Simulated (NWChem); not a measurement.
System: GaNH$_{3}$OCl; SMILES [NH2][Ga]([OH])[Cl]

```xyz
7

Ga     0.0068    -0.3128    -0.0020
Cl    -0.0243     1.8354     0.0016
O      1.5691    -1.1525     0.0040
H      2.3267    -0.5590    -0.0030
N     -1.5255    -1.2391     0.0105
H     -1.5611    -2.2488    -0.0358
H     -2.4372    -0.8043    -0.0317
```
Atoms are numbered in this order, from 1.

Program: NWChem. Coordinates come from a PBE0/def2-SVP optimisation.

**Question.** Taking TPSS/def2-TZVPP as the yardstick, which of these has the fewest basis functions while keeping “highest occupied level (eV)” within 0.1 eV of it: TPSS/def2-TZVP; TPSS/def2-SVP; TPSS/def2-SVPD?

**Answer.** TPSS/def2-TZVP.
| level | basis functions | highest occupied level (eV) |
|---|---|---|
| TPSS/def2-SVP | 93 | -6.11 |
| TPSS/def2-SVPD | 132 | -6.55 |
| TPSS/def2-TZVP | 165 | -6.38 |
| TPSS/def2-TZVPP | 194 | -6.39 |

The yardstick is one finite set, not the basis-set limit.
